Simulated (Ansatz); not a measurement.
The cluster Tl2H⁺. The state is a triplet with charge 1. Geometry PBE0-D4/def2-TZVP; atoms count from 1.

```xyz
3

Tl   -0.672   -0.264   -1.214
Tl    0.711    1.991    1.284
H    -0.039   -1.728   -0.071
```

In the def2 sets Tl takes a core potential; there is no spin–orbit coupling. At PBE0-D4/def2-TZVP a singlet of charge 1 lies 2.54 eV below the triplet, each at its own geometry. The structure comes from a short search, and lower isomers may exist.

Problem. Estimate the Mulliken populations from the PBE0/def2-TZVP orbitals of Ansatz.

Solution. 
```
atom  charge (e)  spin (α − β)
 Tl1        0.34          0.85
 Tl2        0.53          0.47
  H3        0.13          0.67
```
Mulliken values and Mayer orders depend strongly on the basis.

Problem. Where does the spin sit?

Solution. Summed by element: Tl 1.33, H 0.67, of 2 unpaired in all. Largest on single atoms: Tl1 0.85, H3 0.67, Tl2 0.47.
